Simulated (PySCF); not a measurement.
Excitation energy of Re²⁺ by level of theory

Re²⁺ [Xe] 4f14 5d5 (6S) → Re²⁺ [Xe] 4f14 5d4 6s1 (6D), as a difference of total energies. Computed with PySCF 2.14 in x2c-TZVPPall (11s7p7d3f1g, 97 functions), with scalar relativity by spin-free X2C-1e. Correlated levels: valence: [Xe] 4f14 frozen. The calculations carry no spin-orbit coupling.

```
           method  excitation energy (eV)
              UHF                   2.790
    MP2 (valence)                   2.857
SCS-MP2 (valence)                   2.812
   CCSD (valence)                   2.848
CCSD(T) (valence)                   2.847
```

Q: How much does correlation contribute at CCSD(T) (valence)?

A: 2.847 − (2.790) = 0.057 eV, measured against UHF.

A first-order spin-orbit estimate (lowest level to lowest level, LS coupling) adds -0.586 eV.

The basis was made for the ground configuration and has no added diffuse functions, so the excitation energy can come out too high.
